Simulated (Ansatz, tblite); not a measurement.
Spin states of the cluster Ta4, each relaxed with PBE-D4/def2-SVP in Ansatz. Electronic energies in the gas phase.

In the def2 sets Ta takes a core potential; there is no spin–orbit coupling. The xTB rows come from tblite. Correlated methods freeze no core orbitals; core or outer-core shells of Ta are correlated, in sets that lack core-valence functions. The structure comes from a short search, and lower isomers may exist.

Singlet geometry (Td within 0.1 Å):

```xyz
4

Ta    0.5138    0.0678   -1.4836
Ta   -1.0756    1.1217    0.2336
Ta    1.2067    0.2186    0.9828
Ta   -0.6448   -1.4080    0.2672
```

Triplet geometry (C2v within 0.1 Å):

```xyz
4

Ta   -0.775    0.989    0.862
Ta    1.435    0.730   -0.338
Ta   -0.643   -0.295   -1.349
Ta   -0.016   -1.423    0.825
```

Quintet geometry (Cs within 0.1 Å):

Cartesian coordinates in Å:
```
Ta 0.977 -0.228 -1.261
Ta 0.292 1.307 0.635
Ta 0.222 -1.087 1.237
Ta -1.490 0.007 -0.612
```

⟨S²⟩: triplet 2.03 at PBE0-D4/def2-TZVP (pure 2.00), quintet 6.07 at PBE0-D4/def2-TZVP (pure 6.00).

Run but left out: B2PLYP/def2-TZVP, PBE-QIDH/def2-TZVP (singlet: restricted singlet, unstable towards broken spin symmetry).

Only these spin states were relaxed. Higher spins weren't run and may lie lower.

Problem. Estimate which spin state lies lowest at each of these levels, and by how much: GFN1-xTB; GFN2-xTB; r2SCAN-D4/def2-TZVP; B97M-V/def2-TZVP; PBE0-D4/def2-TZVP; CAM-B3LYP-D4/def2-TZVP; ωB97M-V/def2-TZVP; RPA@PBE/def2-TZVP.

Solution. 
| level | triplet − singlet (kcal/mol) | quintet − singlet (kcal/mol) | lowest of these | remarks |
| --- | --- | --- | --- | --- |
| GFN1-xTB | 43.3 | 82.5 | singlet | – |
| GFN2-xTB | 113.4 | 150.4 | singlet | – |
| r2SCAN-D4/def2-TZVP | 7.5 | 19.1 | singlet | spin-contaminated (⟨S²⟩ 6.13) (quintet) |
| B97M-V/def2-TZVP | 13.5 | 28.7 | singlet | – |
| PBE0-D4/def2-TZVP | 8.9 | 21.7 | singlet | – |
| CAM-B3LYP-D4/def2-TZVP | 7.2 | 18.7 | singlet | – |
| ωB97M-V/def2-TZVP | 6.3 | 15.9 | singlet | spin-contaminated (⟨S²⟩ 6.15) (quintet) |
| RPA@PBE/def2-TZVP | 13.7 | 29.1 | singlet | test for broken spin undecided (singlet) |

The xTB methods have no term that favours high spin, so they put low spin too low.
